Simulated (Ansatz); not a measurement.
A nudged elastic band was laid between two geometries of CH5NOSn (9 atoms, charge 0, multiplicity 1).

These are results of Ansatz 0.2.0, RKS PBE0-D4/def2-SVP, not measurements.

```json
{
  "movable images": "7",
  "climbing image": "yes",
  "spring": "5.0 eV/Å²",
  "optimiser": "quadratic models (default)",
  "start path": "through a guess of the saddle point",
  "force threshold": "0.05 eV/Å",
  "iteration limit": "60",
  "end points": "relaxed"
}
```

Image 0:

```xyz
9
Properties=species:S:1:pos:R:3
N 0.041 1.277 -0.660
Sn 0.645 1.174 1.330
C 0.173 -1.697 -0.110
O 0.424 -1.303 1.005
H 0.664 1.710 -1.336
H -0.921 1.514 -0.890
H -1.048 1.026 1.886
H 0.028 -0.960 -0.935
H 0.083 -2.788 -0.306
```

Image 8:

```xyz
9
Properties=species:S:1:pos:R:3
N 0.318 1.721 -1.037
Sn 1.368 0.795 0.433
C 0.089 -1.032 0.350
O -0.588 -0.903 1.587
H -0.485 1.325 -1.517
H 0.469 2.684 -1.322
H -1.168 -1.661 1.718
H -0.601 -1.013 -0.518
H 0.686 -1.963 0.287
```

(1) Which bonds break or form, and what moves?

(2) Give the energies along the band, and the barrier.

(3) What is the geometry of the highest image?

Answers

(1) Bonds broken: Sn2–H7. Bonds formed: Sn2–C3, O4–H7.

(2) It converged. The highest image is number 4 of 0 to 8, 1.43 eV above the first end and 1.68 eV above the last; the last end lies 0.26 eV below the first. Neighbouring images differ by up to 1.2 eV, so the band resolves the path poorly. A vibrational analysis at the climbing image gives one clearly imaginary mode, 1309i cm⁻¹: a first-order saddle point. The orbitals stay closed-shell, which can raise the energy where a bond breaks towards radicals; this wasn't checked here.

| image | path coordinate (Å) | energy (eV) | Sn2–H7 (Å) | Sn2–C3 (Å) | O4–H7 (Å) |
| --- | --- | --- | --- | --- | --- |
| 0 | 0.00 | 0.00 | 1.79 | 3.25 | 2.89 |
| 1 | 1.03 | 0.13 | 1.78 | 3.37 | 2.93 |
| 2 | 2.06 | 0.39 | 1.77 | 3.30 | 2.95 |
| 3 | 3.10 | 0.54 | 1.77 | 2.81 | 2.56 |
| 4 | 4.13 | 1.43 | 1.87 | 2.40 | 1.43 |
| 5 | 4.93 | 0.19 | 2.34 | 2.25 | 0.98 |
| 6 | 5.73 | -0.18 | 2.79 | 2.23 | 0.96 |
| 7 | 6.53 | -0.23 | 3.42 | 2.22 | 0.96 |
| 8 | 7.33 | -0.26 | 3.76 | 2.23 | 0.96 |

(3) 
```xyz
9
Properties=species:S:1:pos:R:3
N 0.168 1.828 -0.698
Sn 0.916 0.576 0.720
C 0.061 -1.583 0.117
O -0.881 -1.174 0.907
H 0.340 1.717 -1.692
H -0.621 2.446 -0.535
H -0.576 -0.012 1.676
H -0.085 -1.485 -0.973
H 0.765 -2.359 0.462
```

Time of the run: 11 min on 2 threads of Arm Neoverse V2, on a shared host, peak memory 0.21 GiB.
